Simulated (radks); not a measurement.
Ionisation of neutral thallium, [Hg] 6p1, to [Hg] as the strength of local exchange is varied. Method: Dirac Kohn-Sham, Slater X-alpha exchange (alpha = 2/3 is LDA exchange), no correlation, spin-unpolarised, spherical densities, point nucleus; open shells fill j = l - 1/2 first; computed with a radial shooting solver on a logarithmic mesh with Libxc functionals.

| alpha | E(Tl) (hartree) | exchange (hartree) | IE (eV) | -e of the level emptied (eV) | <r> of it (bohr) |
|---|---|---|---|---|---|
| 0.614 | -20240.7603 | -333.1169 | 4.890 | 1.903 (6p1/2) | 3.677 |
| 0.653 | -20261.9308 | -354.6664 | 5.137 | 2.101 (6p1/2) | 3.595 |
| 0.667 | -20269.5362 | -362.4135 | 5.228 | 2.174 (6p1/2) | 3.567 |
| 0.858 | -20373.5953 | -468.7030 | 6.534 | 3.267 (6p1/2) | 3.246 |
| 0.895 | -20393.8179 | -489.4217 | 6.802 | 3.499 (6p1/2) | 3.195 |

NIST Atomic Spectra Database: 6.108 eV (measured). The Delta-SCF value meets it near alpha = 0.80. Spin polarisation and multiplet splitting are left out, so open shells lie too high by an amount that depends on their filling.

Beside tabulated values, note that spin-unpolarised runs miss the spin-polarisation part of the exchange energy of open shells.
